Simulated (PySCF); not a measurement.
**Ru²⁺: ionisation energy**

Ru²⁺ [Kr] 4d6 (5D) → Ru³⁺ [Kr] 4d5 (6S), as a difference of total energies. All numbers are calculated (PySCF 2.14, scalar relativity by spin-free X2C-1e, in x2c-TZVPPall (8s6p6d2f1g, 79 functions)). Correlated levels: valence: [Kr] frozen. The calculations carry no spin-orbit coupling.

```csv
method,ionisation energy (eV),difference from reference (eV)
UHF,26.542,-1.928
MP2 (valence),27.777,-0.693
SCS-MP2 (valence),28.009,-0.461
CCSD (valence),27.776,-0.694
CCSD(T) (valence),27.817,-0.653
```

Reference: 28.47 eV (semi-empirical (NIST evaluation); NIST Atomic Spectra Database, ionization energies).

The reference lies between the lowest fine-structure levels, while these numbers refer to the centres of the terms.

Errors of the correlated levels include the incompleteness of this basis and the frozen core.
